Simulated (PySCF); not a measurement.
## Polarisability and C₆ of Zr (zirconium, neutral)

[Kr] 4d2 5s2, high-spin 3F determinant. Calculation: PySCF 2.14, in x2c-TZVPPall with one added diffuse shell each of s, p, d, f type (9s7p7d3f1g, 95 functions); the spin-free X2C one-electron Hamiltonian (Gaussian nucleus). Coupled (time-dependent) response in atomic units; α is the mean over directions.

| method | mean α (bohr³) | C₆ (like pair) | S(−4) |
| --- | --- | --- | --- |
| CAM-B3LYP | 119.9 | 1658 | 6190 |

S(−4) is the Cauchy moment in α(ω) = α(0) + S(−4) ω² + …

Reference α: 112 ± 13 bohr³ (recommended; Schwerdtfeger and Nagle, table of static dipole polarizabilities (2023 update)). Published C₆: 1360 (Gould and Bucko (2016)).

Spin-orbit coupling is absent.

α(iu) at CAM-B3LYP:

```
u (hartree)  α(iu) (bohr³)
          0          119.9
     0.0500          106.4
      0.100          80.79
      0.200          44.01
      0.300          27.13
      0.500          14.07
      0.750          8.317
       1.00          5.698
       1.50          3.250
       2.00          2.112
       3.00          1.093
       5.00         0.4466
```

A single London oscillator, α(iu) = α/(1 + u²/ω²), gives C₆ = (3/4) ω α². Matching the computed C₆ needs ω = 4 × 1658 / (3 × 119.9²) = 0.154 hartree.
